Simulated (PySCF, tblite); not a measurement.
Species: C5H9FN2Si.
Z-matrix (Å and degrees, GFN2-xTB geometry), rows numbered from 1:
```
C 
C   1  1.5266
N   2  1.4373  1  111.18
N   3  1.3287  2  119.13  1   -86.07
C   4  1.3185  3  105.09  2   176.85
F   5  1.3315  4  121.10  3   179.46
C   5  1.3946  4  112.01  3    -0.27
C   3  1.3529  2  127.96  1    89.70
Si  8  1.8734  3  125.16  2     5.16
H   1  1.0875  2  110.58  3   -61.84
H   1  1.0869  2  109.73  3    58.15
H   1  1.0863  2  110.03  3   177.83
H   2  1.0925  1  110.59  3   120.70
H   2  1.0927  1  109.76  3  -118.36
H   7  1.0695  5  127.80  4   179.83
H   9  1.4588  8  107.84  3  -172.51
H   9  1.4663  8  108.72  3    66.98
H   9  1.4662  8  109.38  3   -52.31
```

Theory: PBE0/pcSseg-1 in PySCF (dipole) on a GFN2-xTB geometry, gas phase.

Take the most abundant isotopes and a rigid rotor. The values belong to one conformer with, in the numbering `[CH3:1][CH2:2][n:3]1[n:4][c:5]([F:6])[cH:7][c:8]1[SiH3:9]`, C1–C2–N3–N4 -86°.

(1) Give the principal moments of inertia and the rotational constants in MHz.

(2) What kind of rotor is it?

(3) Is it planar, by Δ = Ic − Ia − Ib?

(4) Give the other two planar moments, Paa and Pbb, and the rms extents of the mass along the axes.

(5) Give the coordinates in the principal-axis frame, origin at the centre of mass.

(6) Which types of transition are allowed, and where do some lines up to J = 4 fall?

Answers

(1) Ia = 273.10, Ib = 466.19, Ic = 693.04 u·Å²; 505379 MHz·u·Å²/I gives A = 1851, B = 1084, C = 729.2 MHz.

(2) An asymmetric top: κ = (2 × 1084 − 1851 − 729.2)/(1851 − 729.2) = -0.37.

(3) Not planar: Δ = Ic − Ia − Ib = -46.25 u·Å². For a rigid frame Δ = −2 Σ m c², so Σ m c² = 23.12 u·Å² lies off the ab plane: 9.50 from hydrogen and 13.62 from heavier atoms. The atom farthest from that plane is 1.41 Å away.

(4) Paa = Σ m a² = (Ib + Ic − Ia)/2 = 443.06 and Pbb = Σ m b² = (Ia + Ic − Ib)/2 = 249.98 u·Å². With the mass M = 144.05 u, the rms extents √(P/M) along a, b and c are 1.75, 1.32, 0.40 Å.

(5) The sense of each axis is arbitrary; atoms in the order of the calculation.
```tsv
atom	mass (u)	a (Å)	b (Å)	c (Å)
C1	12.000	-1.475	-2.359	-0.713
C2	12.000	-1.083	-1.641	0.576
N3	14.003	-0.121	-0.604	0.321
N4	14.003	1.170	-0.913	0.290
C5	12.000	1.785	0.209	-0.029
F6	18.998	3.111	0.260	-0.138
C7	12.000	0.888	1.261	-0.214
C8	12.000	-0.357	0.694	0.019
Si9	27.977	-2.045	1.505	-0.010
H10	1.008	-1.942	-1.667	-1.410
H11	1.008	-0.589	-2.782	-1.181
H12	1.008	-2.172	-3.163	-0.494
H13	1.008	-1.961	-1.193	1.048
H14	1.008	-0.618	-2.348	1.267
H15	1.008	1.112	2.275	-0.474
H16	1.008	-1.885	2.850	-0.553
H17	1.008	-2.570	1.548	1.358
H18	1.008	-2.950	0.717	-0.852
```

(6) The dipole components are |μa| = 3.53 D, |μb| = 0.27 D, |μc| = 0.04 D. The squared components, which scale the intensities, stand as 1.00 : 0.01 : 0.00 (a : b : c). Some lines, for components of 0.1 D or more:

```
type  branch         J(Ka,Kc)    MHz  lower level (cm⁻¹)
   a       Q  3(2,1) ← 3(2,2)    447               0.489
   b       Q  2(1,1) ← 2(0,2)   1574               0.178
   a       Q  3(1,2) ← 3(1,3)   2112               0.357
   b       Q  4(2,2) ← 4(1,3)   2463               0.685
   a       R  2(1,1) ← 1(1,0)   3981               0.098
   b       Q  3(3,1) ← 3(2,2)   4774               0.489
   b       Q  4(3,2) ← 4(2,3)   5005               0.728
   a       R  3(1,2) ← 2(1,1)   5900               0.231
   b       Q  4(4,0) ← 4(3,1)   6362               0.899
   a       R  4(3,2) ← 3(3,1)   7407               0.648
   a       R  4(2,2) ← 3(2,1)   7887               0.504
   b       R  4(2,3) ← 3(1,2)   9015               0.428
   b       R  4(3,2) ← 3(2,1)  11733               0.504
   b       R  4(4,1) ← 3(3,0)  13865               0.649
```

Its GFN2-xTB frequencies are all real (lowest 70 cm⁻¹). Zero-point vibration and centrifugal distortion are left out. A rigid rotor knows nothing of internal rotation, which can split or shift real lines. Quadrupole hyperfine structure (14N) is left out.
